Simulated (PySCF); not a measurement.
PySCF input (PW6B95/def2-TZVPD):

```python
from pyscf import gto, scf, dft

mol = gto.M(
    atom='''
    Na   -0.00000000   -0.00000000   -0.86720303
    F     0.00000000    0.00000000    1.05991481
    ''',
    basis='def2-tzvpd',
    charge=0,
    spin=0,
    verbose=4,
)

mf = dft.RKS(mol, xc='pw6b95').density_fit(auxbasis='def2-universal-jkfit')
mf.grids.level = 3
mf.conv_tol = 1e-9
mf.max_cycle = 100
mf.max_memory = 1500
mf.kernel()
if not mf.converged:
    mf = mf.newton()
    mf.kernel(mf.make_rdm1())
mf.analyze()
```

Output:

```
PySCF version 2.14.0

[INPUT] verbose = 4
[INPUT] num. atoms = 2
[INPUT] num. electrons = 20
[INPUT] charge = 0
[INPUT] spin (= nelec alpha-beta = 2S) = 0
[INPUT] symmetry False subgroup None
[INPUT] Mole.unit = angstrom
[INPUT] Symbol           X                Y                Z      unit          X                Y                Z       unit  Magmom
[INPUT]  1 Na     0.000000000000   0.000000000000  -0.867203030000 AA    0.000000000000   0.000000000000  -1.638776221093 Bohr   0.0
[INPUT]  2 F      0.000000000000   0.000000000000   1.059914810000 AA    0.000000000000   0.000000000000   2.002948706270 Bohr   0.0

nuclear repulsion = 27.1849197769245
number of shells = 27
number of NR pGTOs = 111
number of NR cGTOs = 75
basis = def2-tzvpd
ecp = {}

******** <class 'pyscf.df.df_jk.DFRKS'> ********
method = DFRKS
initial guess = minao
damping factor = 0
level_shift factor = 0
DIIS = <class 'pyscf.scf.diis.CDIIS'>
diis_start_cycle = 1
diis_space = 8
diis_damp = 0
SCF conv_tol = 1e-09
SCF conv_tol_grad = None
SCF max_cycles = 100
direct_scf = False
XC library pyscf.dft.libxc version 7.1.2
    S. Lehtola, C. Steigemann, M. J. T. Oliveira, and M. A. L. Marques,  SoftwareX 7, 1–5 (2018)
XC functionals = pw6b95
    Y. Zhao and D. G. Truhlar,  J. Phys. Chem. A 109, 5656 (2005)
radial grids:
    Treutler-Ahlrichs [JCP 102, 346 (1995); DOI:10.1063/1.469408] (M4) radial grids

becke partition: Becke, JCP 88, 2547 (1988); DOI:10.1063/1.454033
pruning grids: <function nwchem_prune>
grids dens level: 3
symmetrized grids: False
atomic radii adjust function: <function treutler_atomic_radii_adjust>
small_rho_cutoff = 0
Set gradient conv threshold to 3.16228e-05
Initial guess from minao.
tot grids = 32368
******** <class 'pyscf.df.df.DF'> ********
auxbasis = def2-universal-jkfit
init E= -262.275342783314
  HOMO = -0.529119727227083  LUMO = -0.0848291313208236  gap/eV = 12.08976
cycle= 1 E= -262.361697911952  delta_E= -0.0864  |g|= 0.865  |ddm|= 0.859
  HOMO = -0.0257831298910484  LUMO = -0.0146863255215952  gap/eV = 0.30196
cycle= 2 E= -259.376976979871  delta_E= 2.98  |g|= 3.58  |ddm|= 1.85
  HOMO = -0.303527254971482  LUMO = -0.0547832085697877  gap/eV = 6.76867
cycle= 3 E= -262.492391173972  delta_E= -3.12  |g|=  0.1  |ddm|= 1.69
  HOMO = -0.246570087949218  LUMO = -0.0583065611882319  gap/eV = 5.12291
cycle= 4 E= -262.49449346498  delta_E= -0.0021  |g|= 0.0473  |ddm|= 0.104
  HOMO = -0.255780227695472  LUMO = -0.0597397127667492  gap/eV = 5.33453
cycle= 5 E= -262.494795085361  delta_E= -0.000302  |g|= 0.0126  |ddm|= 0.0179
  HOMO = -0.257549185274413  LUMO = -0.0598430441693409  gap/eV = 5.37986
cycle= 6 E= -262.494815668395  delta_E= -2.06e-05  |g|= 0.00268  |ddm|= 0.00522
  HOMO = -0.258186510145704  LUMO = -0.0600070810483686  gap/eV = 5.39274
cycle= 7 E= -262.494816747409  delta_E= -1.08e-06  |g|= 0.00024  |ddm|= 0.00121
  HOMO = -0.258234578860095  LUMO = -0.0600281679009456  gap/eV = 5.39347
cycle= 8 E= -262.494816756481  delta_E= -9.07e-09  |g|= 3.71e-05  |ddm|= 0.000174
  HOMO = -0.258241767877218  LUMO = -0.0600337576274299  gap/eV = 5.39351
cycle= 9 E= -262.494816756694  delta_E= -2.13e-10  |g|= 3.81e-06  |ddm|= 3.06e-05
  HOMO = -0.258243362499295  LUMO = -0.0600344562090243  gap/eV = 5.39354
Extra cycle  E= -262.494816756691  delta_E= 2.84e-12  |g|= 6.35e-06  |ddm|= 5.11e-06
converged SCF energy = -262.494816756691
**** SCF Summaries ****
Total Energy =                        -262.494816756691421
Nuclear Repulsion Energy =              27.184919776924495
One-electron Energy =                 -423.883560788607952
Two-electron Energy =                  134.203824254992014
Two-electron Coulomb Energy =          159.507331141655584
DFT Exchange-Correlation Energy =      -25.303506886663580
HOMO-LUMO gap [eV] =                     5.393539061666567
**** MO energy ****
MO #1   energy= -38.7203377915262  occ= 2
MO #2   energy= -24.6642914568354  occ= 2
MO #3   energy= -2.28025873915394  occ= 2
MO #4   energy= -1.19361823185848  occ= 2
MO #5   energy= -1.19361823185847  occ= 2
MO #6   energy= -1.19218333706737  occ= 2
MO #7   energy= -0.986573929847331 occ= 2
MO #8   energy= -0.267017872714882 occ= 2
MO #9   energy= -0.258243362499303 occ= 2
MO #10  energy= -0.258243362499295 occ= 2
MO #11  energy= -0.0600344562090243 occ= 0
MO #12  energy= 0.00627856482671935 occ= 0
MO #13  energy= 0.00627856482679436 occ= 0
MO #14  energy= 0.0193028519893861 occ= 0
MO #15  energy= 0.0417242685130019 occ= 0
MO #16  energy= 0.0440500242235849 occ= 0
MO #17  energy= 0.0440500242236212 occ= 0
MO #18  energy= 0.0740146521351939 occ= 0
MO #19  energy= 0.153447611840975  occ= 0
MO #20  energy= 0.170112654948805  occ= 0
MO #21  energy= 0.170112654948832  occ= 0
MO #22  energy= 0.190326843757633  occ= 0
MO #23  energy= 0.190326843757671  occ= 0
MO #24  energy= 0.205495264166097  occ= 0
MO #25  energy= 0.205495331944487  occ= 0
MO #26  energy= 0.211223319127214  occ= 0
MO #27  energy= 0.286425932494738  occ= 0
MO #28  energy= 0.286425932494797  occ= 0
MO #29  energy= 0.321759611722104  occ= 0
MO #30  energy= 0.39321011404423   occ= 0
MO #31  energy= 0.602726360410046  occ= 0
MO #32  energy= 0.602726522730343  occ= 0
MO #33  energy= 0.652789910515303  occ= 0
MO #34  energy= 0.720022086628763  occ= 0
MO #35  energy= 0.720022086628822  occ= 0
MO #36  energy= 0.849281839634644  occ= 0
MO #37  energy= 0.849281839634683  occ= 0
MO #38  energy= 0.900724754951973  occ= 0
MO #39  energy= 1.04031400519808   occ= 0
MO #40  energy= 1.04031419051229   occ= 0
MO #41  energy= 1.06475519730118   occ= 0
MO #42  energy= 1.11897148191639   occ= 0
MO #43  energy= 1.11897148191646   occ= 0
MO #44  energy= 1.15553167138127   occ= 0
MO #45  energy= 1.26501579422479   occ= 0
MO #46  energy= 1.26501579422484   occ= 0
MO #47  energy= 1.41431338867687   occ= 0
MO #48  energy= 2.41765923504303   occ= 0
MO #49  energy= 2.41766179381371   occ= 0
MO #50  energy= 2.4823606142447    occ= 0
MO #51  energy= 2.48236061424474   occ= 0
MO #52  energy= 2.59755086957793   occ= 0
MO #53  energy= 3.50918408069668   occ= 0
MO #54  energy= 3.50918408069673   occ= 0
MO #55  energy= 3.53809687913824   occ= 0
MO #56  energy= 4.1218069525725    occ= 0
MO #57  energy= 4.24040224881224   occ= 0
MO #58  energy= 5.6943255797362    occ= 0
MO #59  energy= 5.69432567043619   occ= 0
MO #60  energy= 5.72573155541559   occ= 0
MO #61  energy= 5.72573155541565   occ= 0
MO #62  energy= 5.80740694993187   occ= 0
MO #63  energy= 7.06047327245062   occ= 0
MO #64  energy= 7.06056653712229   occ= 0
MO #65  energy= 7.06641173209373   occ= 0
MO #66  energy= 7.06641173209379   occ= 0
MO #67  energy= 7.07659530693895   occ= 0
MO #68  energy= 7.076595306939     occ= 0
MO #69  energy= 7.11773853923448   occ= 0
MO #70  energy= 8.62828557347483   occ= 0
MO #71  energy= 8.62840091306047   occ= 0
MO #72  energy= 8.67573416705786   occ= 0
MO #73  energy= 8.67573416705787   occ= 0
MO #74  energy= 8.74596055524454   occ= 0
MO #75  energy= 57.1347357723267   occ= 0
 ** Mulliken pop on meta-lowdin orthogonal AOs  **
 ** Mulliken pop  **
pop of  0 Na 1s           1.99998
pop of  0 Na 2s           1.99953
pop of  0 Na 3s           0.07173
pop of  0 Na 4s           0.00150
pop of  0 Na 5s           0.00145
pop of  0 Na 2px          1.99965
pop of  0 Na 2py          1.99965
pop of  0 Na 2pz          1.99936
pop of  0 Na 3px          0.00410
pop of  0 Na 3py          0.00410
pop of  0 Na 3pz          0.00047
pop of  0 Na 4px          0.00037
pop of  0 Na 4py          0.00037
pop of  0 Na 4pz          0.00081
pop of  0 Na 5px          0.00154
pop of  0 Na 5py          0.00154
pop of  0 Na 5pz          0.00042
pop of  0 Na 6px          0.00001
pop of  0 Na 6py          0.00001
pop of  0 Na 6pz          0.00025
pop of  0 Na 3dxy         0.00000
pop of  0 Na 3dyz         0.00344
pop of  0 Na 3dz^2        0.00026
pop of  0 Na 3dxz         0.00344
pop of  0 Na 3dx2-y2      0.00000
pop of  0 Na 4dxy         0.00000
pop of  0 Na 4dyz         0.00047
pop of  0 Na 4dz^2        0.00068
pop of  0 Na 4dxz         0.00047
pop of  0 Na 4dx2-y2      0.00000
pop of  0 Na 5dxy         0.00000
pop of  0 Na 5dyz         0.00006
pop of  0 Na 5dz^2        0.00076
pop of  0 Na 5dxz         0.00006
pop of  0 Na 5dx2-y2      0.00000
pop of  1 F 1s            1.99998
pop of  1 F 2s            1.96304
pop of  1 F 3s            0.00172
pop of  1 F 4s            0.00011
pop of  1 F 5s            0.00023
pop of  1 F 6s            0.00022
pop of  1 F 2px           1.97247
pop of  1 F 2py           1.97247
pop of  1 F 2pz           1.94491
pop of  1 F 3px           0.01567
pop of  1 F 3py           0.01567
pop of  1 F 3pz           0.01110
pop of  1 F 4px           0.00051
pop of  1 F 4py           0.00051
pop of  1 F 4pz           0.00012
pop of  1 F 5px           0.00012
pop of  1 F 5py           0.00012
pop of  1 F 5pz           0.00041
pop of  1 F 3dxy          0.00000
pop of  1 F 3dyz          0.00062
pop of  1 F 3dz^2         0.00061
pop of  1 F 3dxz          0.00062
pop of  1 F 3dx2-y2       0.00000
pop of  1 F 4dxy          0.00000
pop of  1 F 4dyz          0.00057
pop of  1 F 4dz^2         0.00029
pop of  1 F 4dxz          0.00057
pop of  1 F 4dx2-y2       0.00000
pop of  1 F 5dxy          0.00000
pop of  1 F 5dyz          0.00041
pop of  1 F 5dz^2         0.00006
pop of  1 F 5dxz          0.00041
pop of  1 F 5dx2-y2       0.00000
pop of  1 F 4f-3          0.00000
pop of  1 F 4f-2          0.00000
pop of  1 F 4f-1          0.00000
pop of  1 F 4f+0          0.00000
pop of  1 F 4f+1          0.00000
pop of  1 F 4f+2          0.00000
pop of  1 F 4f+3          0.00000
 ** Mulliken atomic charges  **
charge of    0Na =      0.90354
charge of    1F =     -0.90354
Dipole moment(X, Y, Z, Debye):  0.00000,  0.00000, -8.03258
```
